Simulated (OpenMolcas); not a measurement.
**As: effect of the basis set**

- Program: OpenMolcas
- Method: SS-RASPT2, IPEA 0.25 Eh, imaginary shift 0.1 Eh (closed shells correlated: 3d)
- Active space: 5 electrons in 9 orbitals (RAS2 4s 4p; RAS3 4d, at most 2 electrons)
- State averaging: 2S+1 = 4 odd, 1 root; 2S+1 = 2 odd, 8 roots; 2S+1 = 4 even, 3 roots; 2S+1 = 2 even, 5 roots (0 in the spin-orbit step)
- Spin-orbit coupling: state interaction with AMFI integrals over the reference wave functions, term energies averaged over their components

A. ANO-RCC-VTZP [6s5p3d1f], DKH2, point nucleus; CASPT2 step of the order of 8 core-seconds
B. ANO-RCC-VQZP [7s6p4d2f1g], DKH2, point nucleus; CASPT2 step roughly 7 core-seconds
C. ANO-R2 [6s5p4d3f1g], X2C, finite nucleus; CASPT2 step about 9 core-seconds

Energies in cm⁻¹ above 4s² 4p³ ⁴S°_3/2, the measured ground level; measured values from NIST Handbook of Basic Atomic Spectroscopic Data.

```
          Level      A      B      C  Measured
4s² 4p³ ⁴S°_3/2    0.0    0.0    0.0       0.0
4s² 4p³ ²D°_3/2  11485  10924  11674     10593
4s² 4p³ ²D°_5/2  11706  11148  11899     10915
4s² 4p³ ²P°_1/2  19390  18797  19665     18186
4s² 4p³ ²P°_3/2  19661  19074  19939     18648
```

Deviations, from unrounded energies. A percentage is the sum of absolute deviations over the sum of measured energies, with the sign that they share, or ± where signs differ.

| Against measurement | Levels | A | B | C |
| --- | --- | --- | --- | --- |
| mean absolute deviation (cm-1) | 4 | 970 | 400 | 1200 |
| other terms of the ground configuration (%) | 4 | +6.7 | +2.7 | +8.3 |

B lies closest to measurement on these levels and C furthest from it. The largest miss of B in the table is 4s² 4p³ ²P°_1/2, by +610 cm-1. The ranking rests on the paired levels alone, and a cruder setting can come out closer through cancelling errors.

Among A to C the level of the table that moves most is 4s² 4p³ ²P°_1/2, by 870 cm-1 (lowest in B, highest in C).

Some high roots are left out of the spin-orbit mixing, which shifts the levels that they would mix with. Active for correlation alone: 4d; no level in the range computed is led by a configuration that fills it, so any true level of that kind is missing. Measured partners are found by configuration, term and J. A level has none where our copy of the source lacks it or the pairing is in doubt (some pairs that miss far off the trend of their configuration count as doubtful), and it then counts in no deviation. Only configurations of the active space appear. Levels that lie high or do not pair safely by name in every column are left out.

° marks odd parity.
